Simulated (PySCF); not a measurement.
**Structure from NMR data**

An unknown has the formula C4H2F4. Its calculated NMR data are:

¹H NMR (400 MHz, computed): δ 4.99 (m, 1H), 2.70 (m, 1H).

¹³C{¹H} NMR (computed): δ 151.1 (C), 133.7 (C), 73.9 (CH), 34.1 (CH).

[PySCF 2.14.0 with density-fitted response routines: GFN2-xTB geometry; shieldings: GIAO PBE0/pcSseg-1; gas phase; a single conformation; non-relativistic Hamiltonian; rapidly exchanging positions averaged]

Scale: TMS for ¹H and ¹³C (reference shieldings calculated alike).

Task: Which candidate is it?
A. F/C=C\C(F)=C(F)F
B. FCC#CC(F)(F)F
C. FC1=C[C@H]1C(F)(F)F

Result: C. 

1. Rings plus π bonds: 2 (1 ring in the answer).
2. 4 carbon signals for 4 carbons: no two carbons are equivalent.
3. Carbon types of the structure: 2 × C, 2 × CH, which accounts for all hydrogens.
4. δC 151.1: fully substituted alkene carbon; an sp2 carbon of a C=C bond.
5. δC 133.7: CF3 carbon; 3 electronegative neighbours deshield it.
6. δC 73.9: alkene CH.
7. δC 34.1: three-membered-ring carbon; a saturated carbon with 3 carbon neighbours and no heteroatom attached.
8. δH 4.99: hydrogen on an alkene CH; attached to an sp2 carbon and in the plane of the double bond.

The others: F/C=C\C(F)=C(F)F has carbons computed at 166.6, 158.6, 136.1, 103.9; FCC#CC(F)(F)F would give 1 signal for carbon-bound and other non-exchanging H, not 2.

Splittings by ¹⁹F in the carbon and heteronuclear signals aren't shown, as no couplings were computed. Shifts are as computed. Against solution values, carbons near 30 ppm lie about +3 ppm off and those near 130 ppm about +5 ppm. Of 1211 compounds with measured shifts, 218 miss one by over three times the rms of a fit or turn the order of signals round; such compounds aren't used in these exercises. No couplings were computed; multiplicities are counted from neighbouring protons, with m where these are inequivalent, close in shift, in a saturated or five-membered ring or joined by F or P, and br s for small geminal =CH2 splittings.
